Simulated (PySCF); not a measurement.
Electric field gradients and quadrupole coupling constants

C₄F₄N₂O.
Structure used (GFN2-xTB), in Å, numbered top down from 1:
```
atom  x, y, z in Å
N1     3.218    0.036   -0.247
C2     2.101    0.146   -0.057
C3     0.661    0.331    0.198
F4     0.450    0.531    1.532
C5     0.236    1.529   -0.553
N6    -0.064    2.454   -1.144
O7     0.009   -0.844   -0.226
C8    -1.297   -0.993    0.052
F9    -2.019    0.102   -0.197
F10   -1.526   -1.320    1.321
F11   -1.764   -1.970   -0.705
```

Field gradients from the PBE0/pcSseg-1 density (PySCF, non-relativistic), principal values in atomic units, ordered |Vxx| ≤ |Vyy| ≤ |Vzz|:

```tsv
atom	Vxx	Vyy	Vzz
N1	0.5025	0.5783	-1.0808
N6	0.4968	0.5811	-1.0778
O7	-0.2241	-1.8233	2.0474
```

Q: Find the asymmetry η = (Vxx − Vyy)/Vzz and the couplings χ = eQV/h (234.96 MHz × Q in barn × V in au), with Q(14N) = 0.02044 b, Q(17O) = −0.0256 b.

A: 
```tsv
atom	environment	nucleus	η	χzz (MHz)	χxx (MHz)	χyy (MHz)
N1	nitrile nitrogen	14N	0.07	-5.19	2.41	2.78
N6	nitrile nitrogen	14N	0.08	-5.18	2.39	2.79
O7	ether oxygen	17O	0.78	-12.32	1.35	10.97
```

Q: What is Vzz at N6 in SI units (1 au = 9.71736 × 10²¹ V/m²)?

A: -1.0778 au = -10.474 × 10²¹ V/m².

Q: And the gradient at the other heavy atoms, for which no coupling is worked out here?

A: 
```json
{"atom": "C2", "environment": "nitrile carbon", "Vzz (au)": "-0.275", "η": "0.08"}
{"atom": "C3", "environment": "sp3 C–F carbon", "Vzz (au)": "-0.286", "η": "0.88"}
{"atom": "F4", "environment": "alkyl fluorine", "Vzz (au)": "3.259", "η": "0.06"}
{"atom": "C5", "environment": "nitrile carbon", "Vzz (au)": "-0.277", "η": "0.06"}
{"atom": "C8", "environment": "CF3 carbon", "Vzz (au)": "-0.095", "η": "0.34"}
{"atom": "F9", "environment": "fluorine of a CF3 group", "Vzz (au)": "2.946", "η": "0.05"}
{"atom": "F10", "environment": "fluorine of a CF3 group", "Vzz (au)": "2.997", "η": "0.02"}
{"atom": "F11", "environment": "fluorine of a CF3 group", "Vzz (au)": "3.039", "η": "0.02"}
```

Geometry: GFN2-xTB, one conformer, isolated molecule. GFN2-xTB bond lengths can be off by several hundredths of an ångström, more for odd bonds, and the gradients follow them. With a basis this small, the couplings can be 20 % off.
